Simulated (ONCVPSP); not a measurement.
**Building the ONCV potential for In (Z = 49) (PBE, scalar-relativistic).**

```json
{
 "Element": "indium (In)",
 "Generator": "ONCVPSP 4.0.1",
 "Type": "optimised norm-conserving Vanderbilt (ONCV)",
 "Functional": "PBE",
 "Relativity": "scalar-relativistic",
 "Frozen core": "[Ar] 3d10",
 "Valence charge": "21",
 "Reference configuration": "4s2 4p6 4d10 5s1.75 5p1.25",
 "Partial waves": "4s+5s: rc 1.35 bohr, ncon 5, nbas 9, qcut 9.6 1/bohr, 2 projectors; 4p+5p: rc 1.35 bohr, ncon 4, nbas 8, qcut 12.9 1/bohr, 2 projectors; 4d: rc 1.65 bohr, ncon 4, nbas 9, qcut 11.5 1/bohr, 2 projectors, debl 2.6 Ha",
 "Local potential": "polynomial inside 1.30 bohr (lpopt 4, dvloc0 0 Ha)",
 "Core correction": "Teter function, fcfact 5.75, rcfact 1.6"
}
```

All-electron outer shells of the reference configuration (PBE, scalar-relativistic, ld1.x):

```
shell  level (eV)  outermost node (bohr)  outermost maximum (bohr)
   3p     -649.57                   0.14                      0.31
   3d     -433.14                      –                      0.26
   4s     -120.10                   0.41                      0.77
   4p      -78.57                   0.42                      0.82
   4d      -19.05                   0.40                      0.94
   5s       -8.47                   1.02                      2.16
   5p       -2.70                   1.14                      2.85
```

Results:

```json
{
  "Cutoffs needed": "44 Ha and 55 Ha (the cutoffs (Ha) at which the residual kinetic energy of the hardest occupied pseudo-wave falls to 1 and 0.1 mHa per electron)",
  "Ghost test": "no bound ghost flagged; no localised positive-energy state flagged",
  "Largest excitation error": "-4.3 meV (all-electron minus pseudo) for 4s2 4p6 4d10 5s1 5p0, out of 4 test configurations",
  "rms error of d²Exc/dni dnj": "1.62 mHa without and 2.65 mHa with the model core"
}
```

Generation and tests took about 5.3 s on one core of a shared server CPU.
